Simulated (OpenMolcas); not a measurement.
## Ne5+: from RASSCF to RASPT2

```json
{"Program": "OpenMolcas 26.06", "Basis": "ANO-RCC-VTZP [4s3p2d1f]", "Scalar Hamiltonian": "DKH2, point nucleus", "Active space": "3 electrons in 9 orbitals (RAS2 2s 2p; RAS3 3d, at most 2 electrons)", "State averaging": "2S+1 = 4 odd, 1 root; 2S+1 = 2 odd, 11 roots (3 in the spin-orbit step); 2S+1 = 4 even, 3 roots; 2S+1 = 2 even, 9 roots", "Spin-orbit coupling": "state interaction with AMFI integrals over the reference wave functions, term energies averaged over their components"}
```

Methods on the same reference wave functions:
A. RASSCF
B. SS-RASPT2, IPEA 0.25 Eh, imaginary shift 0.1 Eh (closed shells correlated: 1s)
C. XMS-RASPT2, IPEA 0.25 Eh, imaginary shift 0.1 Eh (closed shells correlated: 1s)

Energies in cm-1 above 2s2 2p 2P* 1/2, the measured ground level; measured values from NIST levels in Podobedova, Fuhr, Reader and Wiese, J. Phys. Chem. Ref. Data 33, 525 (2004).

| Level | A | B | C | Measured |
| --- | --- | --- | --- | --- |
| 2s2 2p 2P* 1/2 | 0.0 | 0.0 | 0.0 | 0.0 |
| 2s2 2p 2P* 3/2 | 1232 | 1232 | 1232 | 1310 |
| 2s 2p2 4P 1/2 | 98817 | 100006 | 100043 |  |
| 2s 2p2 4P 3/2 | 99262 | 100452 | 100489 |  |
| 2s 2p2 4P 5/2 | 99991 | 101180 | 101217 |  |
| 2s 2p2 2D 3/2 | 181535 | 179990 | 179953 | 179021 |
| 2s 2p2 2D 5/2 | 181545 | 180000 | 179963 | 178992 |
| 2s 2p2 2S 1/2 | 236486 | 232405 | 232490 | 230853 |
| 2s 2p2 2P 1/2 | 252989 | 250678 | 250682 | 249292 |
| 2s 2p2 2P 3/2 | 253827 | 251519 | 251523 | 250112 |

Deviations, from unrounded energies. A percentage is the sum of absolute deviations over the sum of measured energies, with the sign that they share, or ± where signs differ.

```
                  Against measurement  Levels     A     B     C
       mean absolute deviation (cm-1)       6  3000  1100  1100
fine structure of the ground term (%)       1  -6.0  -6.0  -6.0
             other configurations (%)       5  +1.7  +0.6  +0.6
```

B, C lie about equally close to measurement and A furthest from it. The largest miss of B in the table is 2s 2p2 2S 1/2, by +1600 cm-1. The ranking rests on the paired levels alone, and a cruder setting can come out closer through cancelling errors.

Between B and C the level of the table that moves most is 2s 2p2 2S 1/2, by 85 cm-1 (lowest in B, highest in C).

The two smallest mean deviations differ by little beside CASPT2's spread within terms, so their order carries little weight.

The lowest spin-free term lies below A's lowest term by 0.019 hartree in B, 0.020 hartree in C.

Active for correlation alone: 3d; no level in the range computed is led by a configuration that fills it, so any true level of that kind is missing. Measured partners are found by configuration, term and J. A level has none where our copy of the source lacks it or the pairing is in doubt (some pairs that miss far off the trend of their configuration count as doubtful), and it then counts in no deviation. Levels of configurations outside the active space are missing. The table leaves out levels that lie high or whose names do not pair safely across all columns.

* marks odd parity.
